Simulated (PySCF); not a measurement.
Excited states of K⁺ (potassium, charge +1)

Ground state [Ar], ¹S. Computed with PySCF 2.14 in an uncontracted even-tempered set (24 s from 0.00448 bohr⁻², ratio 2.5; 16 p from 0.00576 bohr⁻², ratio 2.5; 8 d from 0.00836 bohr⁻², ratio 2.7; 3 f from 1.8 bohr⁻², ratio 2.7), with scalar relativity by spin-free X2C-1e. Vertical excitation energies in eV without spin-orbit coupling; excited terms of each kind are numbered among those the solver found. Frozen: [Ne].

```csv
term,leading excitation,EOM-EE-CCSD
1 3P°,3p → s,20.052
1 1P°,3p → s,20.420
1 3S,3p → p,22.503
1 3D,3p → p,23.007
1 1D,3p → p,23.155
1 1P,3p → p,23.278
1 3P,3p → p,23.289
1 1S,3p → p,23.936
2 1P°,3p → d,25.073
2 3P°,3p → s,26.231
1 3F°,3p → d,26.745
2 3S,3p → p,27.065
2 1D,3p → p,27.272
```

Only the lower part of the computed list is shown. The solver can miss terms. Rydberg members are limited by the diffuse functions of the basis. The 31 highest virtual orbitals were dropped.
